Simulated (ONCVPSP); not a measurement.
## Which change was made? (Pt, ONCV)

ONCVPSP 4.0.1 input, shortened (lines: element, Z, core and valence counts, functional; n l f; lmax; l rc ep ncon nbas qcut; lloc lpopt rc5 dvloc0; l nproj debl; icmod fcfact rcfact), PBE, scalar-relativistic:

```
  Pt 78.00    9    5        4      upf
    1    0    2.00
    2    0    2.00
    2    1    6.00
    3    0    2.00
    3    1    6.00
    3    2   10.00
    4    0    2.00
    4    1    6.00
    4    2   10.00
    4    3   14.00
    5    0    2.00
    5    1    6.00
    5    2    9.00
    6    0    1.00
    3
    0    1.55    0.00    4    9    6.40
    1    1.15    0.00    5    8    7.90
    2    1.95    0.00    4    9    7.50
    3    0.90    0.00    3    8   22.80
    4    2    0.70    4.00
    0    2    0.50
    1    3    3.30
    2    1    2.70
    3    3    1.10
    0    0.00    0.00
```

In the f channel the program set the typed energies aside and used -2.575, 0.250, 1.350 Ha.

Cutoffs, loose and tight: the cutoffs (Ha) at which the residual kinetic energy of the hardest occupied pseudo-wave falls to 1 and 0.1 mHa per electron. They do not see the model core or the augmentation charge, which bear on the density cutoff. Test errors are all-electron minus pseudo excitation energies from the reference, over the configurations 4f14 5s2 5p6 5d9 6s0; 4f14 5s2 5p6 5d8 6s0; 4f14 5s2 5p6 5d7 6s0; 4f14 5s2 5p6 5d9.5 6s0.5; variants that change the core or the reference have their own tests.

The base gives: outcome: generated, projector energies reset by the program; cutoff, loose: 199 Ha; cutoff, tight: 218 Ha; bound ghosts: p; GHOST(+) flags above zero: s, p; largest test error (meV): -5.8.

(1) After one change the result is: outcome: generated, projector energies reset by the program; cutoff, loose: 199 Ha; cutoff, tight: 218 Ha; bound ghosts: p; GHOST(+) flags above zero: s, p, d; largest test error (meV): -22. Which change was it?
A. f: debl 2.7
B. d: qcut 4.7
C. p: ncon 3, nbas 6

Answers

(1) B. The others give: p: ncon 3, nbas 6 → outcome: generated, projector energies reset by the program; cutoff, loose: 199 Ha; cutoff, tight: 218 Ha; bound ghosts: none; GHOST(+) flags above zero: s, p; largest test error (meV): -5.9 | f: debl 2.7 → outcome: generated; cutoff, loose: 199 Ha; cutoff, tight: 218 Ha; bound ghosts: p; GHOST(+) flags above zero: s, p; largest test error (meV): -5.8.
